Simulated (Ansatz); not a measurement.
Geometry optimisation, RKS B3LYP/def2-SVP in Ansatz 0.2.0.

Input file:

```yaml
crystal:
  periodic: [false, false, false]
  atoms:
    - { symbol: O, position_ang: [-0.9586, 0.1853, 1.8332] }
    - { symbol: Si, position_ang: [-0.2942, -0.3149, 0.4479] }
    - { symbol: P, position_ang: [1.7362, -0.9341, 0.6834] }
    - { symbol: C, position_ang: [-0.9538, -0.0104, -1.1914] }
    - { symbol: O, position_ang: [-0.2161, 0.9715, -0.6064] }
    - { symbol: H, position_ang: [-1.0054, 1.2112, 1.9188] }
    - { symbol: H, position_ang: [2.3707, 0.3557, 0.7756] }
    - { symbol: H, position_ang: [2.1182, -1.0957, -0.6768] }
    - { symbol: H, position_ang: [-2.0927, 0.1551, -1.1821] }
    - { symbol: H, position_ang: [-0.6212, -0.5749, -1.9993] }
basis:
  gaussian: { orbitals: def2-SVP }
hamiltonian:
  xc: b3lyp
relax:
  f_tol: 0.015
  max_steps: 40
```

Command:

```bash
$ ansatz run input.yaml --threads 2 --pin off --max-ram 3072MiB --backend cpu --events-out ev --progress --plain --runs-dir out
```

Task: Where does it end, and by what steps?

Result: The forces met the threshold. After 11 steps the energy has fallen by 1.069 eV; H7 moved furthest, 0.56 Å.

| step | energy less start (eV) | largest force component (eV/Å) | accepted |
| --- | --- | --- | --- |
| 0 | 0.0000 | 4.548 | yes |
| 1 | -0.7984 | 1.871 | yes |
| 2 | -0.9498 | 0.666 | yes |
| 3 | -0.9770 | 0.711 | yes |
| 4 | -1.0230 | 0.328 | yes |
| 5 | -1.0347 | 0.543 | yes |
| 6 | -1.0389 | 0.368 | yes |
| 7 | -1.0545 | 0.172 | yes |
| 8 | -1.0659 | 0.144 | yes |
| 9 | -1.0681 | 0.150 | yes |
| 10 | -1.0683 | 0.059 | yes |
| 11 | -1.0691 | 0.010 | yes |

```xyz
10
Properties=species:S:1:pos:R:3
O -0.609 0.430 1.847
Si -0.075 0.015 0.335
P 1.839 -1.123 0.646
C -1.133 -0.104 -1.145
O -0.288 1.117 -0.911
H -1.385 1.002 1.900
H 2.515 0.011 1.195
H 2.272 -0.862 -0.690
H -2.210 0.119 -1.123
H -0.844 -0.656 -2.052
```

Whether the end is a true minimum wasn't checked by a vibrational analysis.

Run time: 27 s on 2 threads of AMD EPYC 7B13 (Zen 3), on a shared host, peak memory 0.24 GiB.
